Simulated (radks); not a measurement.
Q: All-electron atom: Hg LXIX in [Ne] 3s2. Calculated with a radial shooting solver on a logarithmic mesh with Libxc functionals: scalar-relativistic Kohn-Sham, Slater X-alpha with alpha = 0.845, spin-polarised, spherical densities, finite nucleus; Fermi nuclear charge, rms radius 5.4648 fm. Some entries of the table are withheld. Estimate them.

orbital,occ.,eigenvalue (hartree),<r> (bohr),r(max) (bohr)
1s,2,(1),0.01657,0.01022
2s,2,-758.6531,0.06892,0.05868
2p,6,(2),0.06209,0.04850
3s,2,-311.2289,0.1655,0.1574

A: 
(1) 1s eigenvalue (hartree): -3287.776
(2) 2p eigenvalue (hartree): -686.1785
